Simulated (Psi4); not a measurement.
BCl, triplet, at a GFN2-xTB geometry (the spin is typed, not shown lowest); REVPBE/def2-SVP run with Psi4.

Input for Psi4:
```
memory 2 GB

molecule mol {
0 3
B    -0.000000   -0.000000   -1.299651
Cl    0.000000    0.000000    0.382250
}

set {
  basis def2-svp
  reference uks
}

energy('revpbe')
print_variables()
```

What the program printed (banner, timings and long lists left out):

```
   => Loading Basis Set <=

    Name: DEF2-SVP
    Role: ORBITAL
    Keyword: BASIS

         ---------------------------------------------------------
                                   SCF
               by Justin Turney, Rob Parrish, Andy Simmonett
                          and Daniel G. A. Smith
                              UKS Reference
         ---------------------------------------------------------

  ==> Geometry <==

    Molecular point group: c2v
    Full point group: C_inf_v

    Geometry (in Angstrom), charge = 0, multiplicity = 3:

       Center              X                  Y                   Z               Mass
    ------------   -----------------  -----------------  -----------------  -----------------
         B            0.000000000000     0.000000000000    -1.279175826073    11.009305360000
         CL           0.000000000000     0.000000000000     0.402725173927    34.968852682000

  Running in c2v symmetry.

  Rotational constants: A = ************  B =      0.71171  C =      0.71171 [cm^-1]
  Rotational constants: A = ************  B =  21336.66848  C =  21336.66848 [MHz]
  Nuclear repulsion =   26.743585328119792

  Charge       = 0
  Multiplicity = 3
  Electrons    = 22
  Nalpha       = 12
  Nbeta        = 10

  ==> Algorithm <==

  SCF Algorithm Type is DF.
  DIIS enabled.
  MOM disabled.
  Fractional occupation disabled.
  Guess Type is SAD.
  Energy threshold   = 1.00e-06
  Density threshold  = 1.00e-06
  Integral threshold = 1.00e-12

  ==> Primary Basis <==

  Basis Set: DEF2-SVP
    Blend: DEF2-SVP
    Number of shells: 14
    Number of basis functions: 32
    Number of Cartesian functions: 34
    Spherical Harmonics?: true
    Max angular momentum: 2

  ==> DFT Potential <==

   => LibXC <=

    Version 7.1.2
    S. Lehtola, C. Steigemann, M. J. T. Oliveira, and M. A. L. Marques,  SoftwareX 7, 1–5 (2018) (10.1016/j.softx.2017.11.002)

   => Composite Functional: REVPBE <=

    revPBE GGA Exchange-Correlation Functional

    Y. Zhang and W. Yang, Phys. Rev. Lett. 80, 890, 1998

    Deriv               =              1
    GGA                 =           TRUE
    Meta                =          FALSE

    Exchange Hybrid     =          FALSE
    MP2 Hybrid          =          FALSE

   => Exchange Functionals <=

    1.0000   XC_GGA_X_PBE_R

   => Correlation Functionals <=

    1.0000     XC_GGA_C_PBE

   => LibXC Density Thresholds  <==

    XC_GGA_C_PBE:  1.00E-12
    XC_GGA_X_PBE_R:  1.00E-15

[...]
   @S^2 Expected:                2.000000000E+00
   @S^2 Observed:                2.005799724E+00
   @S   Expected:                1.000000000E+00
   @S   Observed:                1.000000000E+00

    Orbital Energies [Eh]
    ---------------------

    Alpha Occupied:

[...]
    Alpha Virtual:

[...]
    Beta Occupied:

[...]
       2B1    -0.318885

    Beta Virtual:

[...]
      16A1     1.583052

    Final Occupation by Irrep:
             A1    A2    B1    B2
    DOCC [     6,    0,    2,    2 ]
    SOCC [     1,    0,    1,    0 ]
    NA   [     7,    0,    3,    2 ]
    NB   [     6,    0,    2,    2 ]

  @DF-UKS Final Energy:  -484.64616732944307

   => Energetics <=

    Nuclear Repulsion Energy =             26.7435853281197922
    One-Electron Energy =                -720.4180962248271953
    Two-Electron Energy =                 241.1857289318193693
    DFT Exchange-Correlation Energy =     -32.1573853645550543
    Empirical Dispersion Energy =           0.0000000000000000
    VV10 Nonlocal Energy =                  0.0000000000000000
    Total Energy =                       -484.6461673294430739

  UHF NO Occupations:
  HONO-2 :    2 B2 1.9976462
  HONO-1 :    7 A1 1.0000000
  HONO-0 :    3 B1 1.0000000
  LUNO+0 :    3 B2 0.0023538
  LUNO+1 :    8 A1 0.0002836
  LUNO+2 :    4 B1 0.0002470
  LUNO+3 :    9 A1 0.0000180

Computation Completed

Properties will be evaluated at   0.000000,   0.000000,   0.000000 [a0]

Properties computed using the SCF density matrix

 Multipole Moments:

 ------------------------------------------------------------------------------------
     Multipole            Electronic (a.u.)      Nuclear  (a.u.)        Total (a.u.)
 ------------------------------------------------------------------------------------

 L = 1.  Multiply by 2.5417464519 to convert [e a0] to [Debye]
 Dipole X            :          0.0000000            0.0000000            0.0000000
 Dipole Y            :          0.0000000            0.0000000            0.0000000
 Dipole Z            :         -0.7315228            0.8512249            0.1197021
 Magnitude           :                                                    0.1197021

 ------------------------------------------------------------------------------------

  Variable Map:
  ----------------------------------------------------------------------------
[...]
  Array Variable Map:
  ----------------------------------------------------------------------------
[...]
[...]
```
